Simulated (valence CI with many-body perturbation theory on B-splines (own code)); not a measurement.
## Hg LXXV: input, log and results

Computed by configuration interaction combined with many-body perturbation theory (CI+MBPT): four valence electrons over a frozen Dirac-Fock core [He], radial functions for each j: 11 s, 11 p, 9 d, 7 f, 5 g, 2 h, 1 i, with the one-electron correlation potential Σ1 (screened to all orders), the two-electron term Σ2, the three-electron term Σ3, Breit, model QED; selected single and double excitations, second order for the rest (own B-spline code, finite nucleus).

Command, and the settings that its task file holds:

```sh
python run_cv.py task.json out
```

```
atom Hg  Z=80  mass_number=202  rms_radius_fm=5.4648
core [He]
valence 2s2 2p2
avg = 1
basis = L
breit = 1
cap = 40000
capref = 1200
cscale = 1
de = 0.0
dress = 0
eps = 2e-08
h = 0.27
hh = 1
l2 = 3
lcore = 6
maxit = 60
n2 = 5
natural = 1
nlev = 60
nno = [7, 7, 6, 5, 4, 2, 1]
nroot = 26
nsp = [4, 4, 3, 2, 1, 0, 0]
pt2 = 1
qed = 1
rpa = 1
s1 = 1
s2 = 1
s3 = 1
screen = 1
tol = 2e-05
```

It took 4 min on 1 thread of Arm Neoverse V1, on a shared host.

Log. The first blocks belong to the next ion, which gives the ionisation energy. Fields: 2J, parity (1 odd), roots, reference size, generating configurations, candidates as configurations/state functions, variational space P, stored matrix elements, Davidson steps; e2 is the range of second-order energies in hartree. The first line gives the box (bohr), its intervals, the orbitals and the steps of their self-consistent field. Window is the range of levels sought, series limit the energy at which the first omitted orbital would enter, core excitation an estimate of the first excitation out of the core, left out the lowest levels not solved, and shifts from estimates the range by which levels moved from their first estimate, all in cm⁻¹.

```
rmax 1.1 intervals 53 orbitals 81 references ['2s2 2p2', '2s 2p3', '2p4'] scf 2 t 0.5
2J=1 par=1 roots 2 ref 40 generators 2 cand 2895/4152 P 1785/2712 nnz 1.5e+06 it 5
2J=1 par=1 roots 2 ref 40 generators 2 cand 1142/1480 P 2042/3115 nnz 2e+06 it 4
   second order: generators 2 cand 885/1077 e2 -0.00000 -0.00000
reference levels 672, estimated 467, window 123547816 1/cm; series limit 151742118, core excitation 564260624
2J=0 par=0 roots 12 ref 38 generators 11 cand 18455/31047 P 5374/7998 nnz 3.6e+06 it 5
2J=0 par=0 roots 12 ref 38 generators 17 cand 17213/28962 P 13185/21757 nnz 2.2e+07 it 5
   second order: generators 20 cand 12938/21271 e2 -0.00003 -0.00000
2J=2 par=0 roots 21 ref 82 generators 14 cand 27069/97259 P 2690/7999 nnz 5.1e+06 it 5
2J=2 par=0 roots 21 ref 82 generators 22 cand 26915/97328 P 11485/39998 nnz 7.4e+07 it 9
   second order: generators 25 cand 24573/86499 e2 -0.00069 -0.00016
2J=4 par=0 roots 23 ref 91 generators 16 cand 27938/131837 P 2482/7998 nnz 5.6e+06 it 5
2J=4 par=0 roots 23 ref 91 generators 21 cand 26703/127568 P 9666/40000 nnz 8.1e+07 it 7
   second order: generators 23 cand 24738/122479 e2 -0.00138 -0.00041
2J=4 par=1 roots 19 ref 99 generators 14 cand 27936/131651 P 2388/8000 nnz 5.8e+06 it 6
2J=4 par=1 roots 19 ref 99 generators 21 cand 26731/127390 P 9511/40000 nnz 8.2e+07 it 8
   second order: generators 22 cand 19608/95390 e2 -0.00100 -0.00028
2J=2 par=1 roots 20 ref 88 generators 15 cand 25154/92424 P 2853/8000 nnz 5.2e+06 it 5
2J=2 par=1 roots 20 ref 88 generators 22 cand 23684/88152 P 11823/39997 nnz 7.7e+07 it 7
   second order: generators 24 cand 16726/61151 e2 -0.00058 -0.00008
2J=6 par=1 roots 9 ref 76 generators 8 cand 24490/130263 P 2549/7996 nnz 5.6e+06 it 5
2J=6 par=1 roots 9 ref 76 generators 12 cand 23172/125982 P 9145/39997 nnz 9.1e+07 it 7
   second order: generators 16 cand 21915/121800 e2 -0.00051 -0.00021
2J=0 par=1 roots 8 ref 34 generators 7 cand 14804/23662 P 5210/7999 nnz 3.7e+06 it 5
2J=0 par=1 roots 8 ref 34 generators 12 cand 12353/19823 P 10791/17522 nnz 1.6e+07 it 5
   second order: generators 15 cand 11977/19242 e2 -0.00002 -0.00000
2J=6 par=0 roots 12 ref 61 generators 7 cand 24403/130197 P 2328/8000 nnz 5.7e+06 it 6
2J=6 par=0 roots 12 ref 61 generators 14 cand 31291/171850 P 8328/39997 nnz 9.5e+07 it 9
   second order: generators 14 cand 25291/139853 e2 -0.00062 -0.00033
2J=8 par=1 roots 3 ref 44 generators 3 cand 14323/79552 P 2322/7996 nnz 6e+06 it 5
2J=8 par=1 roots 3 ref 44 generators 5 cand 14178/78906 P 6856/31929 nnz 8.1e+07 it 7
   second order: generators 7 cand 12545/75265 e2 -0.00007 -0.00004
2J=8 par=0 roots 5 ref 28 generators 3 cand 16397/99323 P 2331/7999 nnz 5.7e+06 it 5
2J=8 par=0 roots 5 ref 28 generators 6 cand 17806/117780 P 7610/40000 nnz 1.2e+08 it 5
   second order: generators 7 cand 15267/103702 e2 -0.00011 -0.00003
2J=10 par=0 roots 2 ref 8 generators 2 cand 8562/47672 P 2341/7999 nnz 8e+06 it 4
2J=10 par=0 roots 2 ref 8 generators 2 cand 7352/42181 P 4626/21369 nnz 5.5e+07 it 5
   second order: generators 3 cand 8644/57224 e2 -0.00005 -0.00003
left out: unestimated 143823053, estimated 131258134, shifts from estimates -105 to 140
operators 0.2
```

The Davidson iterations converged.

No measured spectrum was set against this ion. As an estimate, large intervals hold to a few tenths of a per cent, small ones and those within an open d or f shell to about a per cent. Among the levels kept, up to 300 cm⁻¹ of a level comes from second order outside the variational space, and about a tenth of that is noise between levels of different J, which matters for small intervals.

| Item | Value |
| --- | --- |
| Valence energy | -3359.774 hartree |
| Ionisation energy | 22124 eV (NIST: 22120 ± 90 eV (theoretical)) |
| Reference configurations for the orbitals | 2s2 2p2, 2s 2p3, 2p4 |
| Radial orbitals | 81 |
| Box radius | 1.124 bohr |
| Largest variational space | 40000 |
| Lowest levels | (2s^2 2p1/2^2) J=0 0.0, (2s^2 2p1/2 2p3/2) J=1 2033.1, (2s^2 2p1/2 2p3/2) J=2 2051.2, (2s 2p1/2^2 2p3/2) J=2 2377.8, (2s 2p1/2^2 2p3/2) J=1 2475.6, (2s^2 2p3/2^2) J=2 4114.4, (2s^2 2p3/2^2) J=0 4185.1, (2s 2p1/2 2p3/2^2) J=2 [a] 4379.7, (2s 2p1/2 2p3/2^2) J=3 4425.6, (2s 2p1/2 2p3/2^2) J=0 4498.8, (2s 2p1/2 2p3/2^2) J=1 [a] 4523.9, (2s 2p1/2 2p3/2^2) J=2 [b] 4532.0, (2s 2p1/2 2p3/2^2) J=1 [b] 4537.3, (2p1/2^2 2p3/2^2) J=2 4896.5 eV |

Levels are named by their leading jj configuration (3d3/2^4 stands for four electrons in 3d with j = 3/2), which in mixed levels can hold well under half, so a name can repeat and another be missing. Letters in brackets count levels of one name in rising energy.
